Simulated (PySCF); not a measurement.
Several orderings of computed values.

Each SMILES stands for a single optimised conformer of the isolated species, non-relativistic unless stated; the electronic structure was computed with PySCF and density fitting.

The conformers computed, where there is a choice (atom-mapped SMILES and torsion angles):
- `[CH:1]#[C:2][C:3]#[C:4][C@H:5]([F:6])[CH2:7][CH3:8]`: C4–C5–C7–C8 -175°
- `[CH3:1][C@@H:2](/[C:3]=[CH:4]\[C:5]#[N:6])[CH2:7][SH:8]`: C1–C2–C3–C4 129°, C1–C2–C7–S8 -51°, H–S8–C7–C2 -90°
- `[NH2:1][C:2]1[CH:3]=[CH:4][CH:5]=[C:6]([SH:7])[CH2:8]1`: H–N1–C2–C3 -158°, H–N1–C2–C3 -18°, H–S7–C6–C5 0°
- `[CH2:1]=[C:2]1[CH:3]=[C:4]1[S:5](=[O:6])(=[O:7])[O-:8]`: C3–C4–S5–O6 -160°
- `[NH2:1][CH2:2][c:3]1[cH:4][cH:5][cH:6][cH:7][s+:8]1`: N1–C2–C3–C4 -21°, H–N1–C2–C3 -78°, H–N1–C2–C3 160°
- `[CH3:1][CH2:2]/[CH:3]=[CH:4]/[SiH2:5][OH:6]`: C1–C2–C3–C4 123°, C3–C4–Si5–O6 7°, H–O6–Si5–C4 55°
- `[CH:1]#[C:2][C:3](/[CH:4]=[CH:5]/[CH3:6])=[CH:7]/[F:8]`: C2–C3–C4–C5 0°

The conformers of `C#C[C@H]1CCC=C1F` aren't listed.

(1) Rank by smallest rotational constant, lowest first (GFN2-xTB).
A. `C(C#C[C@H](F)CC)#C`
B. `C=C1C=C1S(=O)(=O)[O-]`
C. `C1[C](N)CC(=CC=1)S` [radical]
D. `C(/C#N)=[C]/[C@H](C)CS` [radical]

(2) Rank by electronic spatial extent ⟨r²⟩ about the centre of nuclear charge, lowest first (PBE0/def2-SVPD at GFN2-xTB geometries).
A. `C#CC(/C=C/C)=C/F`
B. `C#CC#C[C@H](F)CC`
C. `CC/C=C/[SiH2]O`
D. `NCc1cccc[s+]1`

(3) By how much do the two ends of that ranking differ?

(4) Rank by HOMO–LUMO gap, lowest first (PBE0/def2-SVPD at GFN2-xTB geometries).
A. `C#CC#C[C@H](F)CC`
B. `C(/F)=C(C#C)/C=C/C`
C. `NCc1cccc[s+]1`
D. `C(=C\CC)/[SiH2]O`
E. `C1(F)[C@@H](C#C)CCC=1`

(5) Give the two extremes of that set in kcal/mol.

(6) Rank by HOMO energy, lowest first (PBE0/def2-SVPD at GFN2-xTB geometries).
A. `c1ccc[s+]c1CN`
B. `C#C[C@H]1CCC=C1F`
C. `C(C)[C@H](C#CC#C)F`
D. `C#CC(/C=C/C)=C/F`

(7) Rank by lowest singlet excitation, highest first (TDDFT PBE0/def2-SVPD at GFN2-xTB geometries).
A. `NCc1cccc[s+]1`
B. `F/C=C(\C=C\C)C#C`
C. `C#C[C@H]1CCC=C1F`
D. `C#CC#C[C@H](F)CC`

(8) Rank by lowest triplet excitation (Tamm–Dancoff), lowest first (TDA PBE0/def2-SVPD at GFN2-xTB geometries).
A. `C#CC#C[C@H](F)CC`
B. `CC/C=C/[SiH2]O`
C. `C#C[C@H]1CCC=C1F`
D. `C#CC(/C=C/C)=C/F`
E. `NCc1cccc[s+]1`

(9) By how much do the two ends of that ranking differ?

## Answers

(1) A (0.722 GHz), C (0.879 GHz), D (0.989 GHz), B (1.114 GHz).

(2) D (1131 bohr²), C (1171 bohr²), A (1205 bohr²), B (1510 bohr²).

(3) By 379 bohr², between `C#CC#C[C@H](F)CC` and `NCc1cccc[s+]1`.

(4) C (3.74 eV), B (5.42 eV), A (6.38 eV), D (7.31 eV), E (7.44 eV).

(5) `NCc1cccc[s+]1`: 86 kcal/mol; `C#C[C@H]1CCC=C1F`: 172 kcal/mol.

(6) A (-11.33 eV), C (-7.48 eV), B (-7.20 eV), D (-6.56 eV).

(7) C (6.55 eV), B (5.28 eV), D (4.54 eV), A (2.73 eV).

(8) E (2.61 eV), D (2.89 eV), A (3.74 eV), B (4.27 eV), C (4.38 eV).

(9) By 1.77 eV, between `C#C[C@H]1CCC=C1F` and `NCc1cccc[s+]1`.
